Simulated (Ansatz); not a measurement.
```yaml
crystal:
  periodic: [true, true, true]
  atoms:
    - {symbol: C, position_ang: [-0.922801, -0.151277, 2.389521]}
    - {symbol: C, position_ang: [-0.142459, -0.369361, 1.338571]}
    - {symbol: F, position_ang: [0.893304, -1.236570, 1.491666]}
    - {symbol: In, position_ang: [-0.367420, 0.534760, -0.611566]}
    - {symbol: C, position_ang: [1.009132, 0.000183, -2.166026]}
    - {symbol: H, position_ang: [-1.756184, 0.533797, 2.300999]}
    - {symbol: H, position_ang: [-0.754217, -0.640200, 3.344877]}
    - {symbol: H, position_ang: [-1.688179, 1.636022, -0.753664]}
    - {symbol: H, position_ang: [1.915919, -0.429833, -1.740911]}
    - {symbol: H, position_ang: [0.546104, -0.744517, -2.817833]}
    - {symbol: H, position_ang: [1.266801, 0.866985, -2.775616]}
basis:
  gaussian: {orbitals: STO-3G, final_grid: {core_spheres: 8, valence_spheres: 7, degree: 23}, nuclear_model: gaussian}
hamiltonian: {xc: {name: LC-wPBE}}
output: {forces: true}
```

```sh
$ ansatz run in.yaml --threads 4 --pin off --events-out ev --progress --plain --max-ram 10444MiB
```

Question: How does Ansatz answer? (An estimate is asked.)

Answer: Computed: The program refused the input.
```
Error: YAML parse error: error: line 2 column 3: crystal: missing field `lattice` (a structure is typed as `lattice` and `atoms`, a molecule's as `atoms` in Å alone, or read from a run's directory, `checkpoint`)
 --> <input>:2:3
1 | crystal:
2 |   periodic: [true, true, true]
3 |   atoms:
4 |     - {symbol: C, position_ang: [-0.922801, -0.151277, 2.389521]}
```
